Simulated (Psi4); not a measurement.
Psi4 input (wB97X-D/6-311+G**):

```
memory 1500 MB

molecule {
0 2
C    -0.00000000   -0.00000000   -0.76527862
F     0.00000000    0.00000000    0.51018575
symmetry c1
no_reorient
no_com
}

set {
  basis 6-311+G**
  reference uks
  scf_type pk
  dft_radial_points 99
  dft_spherical_points 590
  e_convergence 1e-8
  d_convergence 1e-7
  maxiter 150
}

e = energy('wb97x-d')
print_out(f'\nFINAL {e:.10f} DIPOLE {variable("CURRENT DIPOLE")[0]:.6f} {variable("CURRENT DIPOLE")[1]:.6f} {variable("CURRENT DIPOLE")[2]:.6f}\n')
```

Problem. What final total energy does it give?

Solution. -137.77843 Eh.
